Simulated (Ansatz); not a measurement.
`B[Se]C(C)O` and `CC(O)CF` differ in one atom or group.

Ansatz, PBE0-D4/def2-TZVP geometries, multiplicity 1. Each molecule was computed in one conformer, which needn't be the lowest.

Scalar relativity is left out up to krypton.

```tsv
property	`B[Se]C(C)O`
LUMO energy (PBE/def2-TZVPP) / eV	-2.21
HOMO–LUMO gap (ωB97M-V/def2-TZVPP) / eV	10.25
size of the dipole moment (PBE/def2-TZVPP) / D	1.19
LUMO energy (B3LYP/def2-TZVPP) / eV	-1.51
HOMO–LUMO gap (PBE/def2-TZVPP) / eV	4.17
LUMO energy (PBE0/def2-TZVPP) / eV	-1.32
```

(1) Give the same properties after the change, and the shifts. (Estimate.)

## Answers

(1) Computed: 
| property | `CC(O)CF` | shift |
| --- | --- | --- |
| LUMO energy (PBE/def2-TZVPP) / eV | 0.39 | 2.60 |
| HOMO–LUMO gap (ωB97M-V/def2-TZVPP) / eV | 13.12 | 2.87 |
| size of the dipole moment (PBE/def2-TZVPP) / D | 1.37 | 0.18 |
| LUMO energy (B3LYP/def2-TZVPP) / eV | 0.86 | 2.37 |
| HOMO–LUMO gap (PBE/def2-TZVPP) / eV | 6.73 | 2.56 |
| LUMO energy (PBE0/def2-TZVPP) / eV | 1.23 | 2.55 |

With PBE0 the HOMO falls by 0.47 eV and the LUMO rises by 2.55 eV, so the gap widens by about 3.02 eV. PBE moves the HOMO by 0.03 eV and ωB97M-V by -0.77 eV. Dipoles are sizes alone; their direction can turn.

B3LYP here is the variant with VWN-RPA as its local correlation; programs differ in this.

Spin–orbit coupling is left out; it splits and shifts lone-pair levels of the heavy atoms by tenths of an eV.
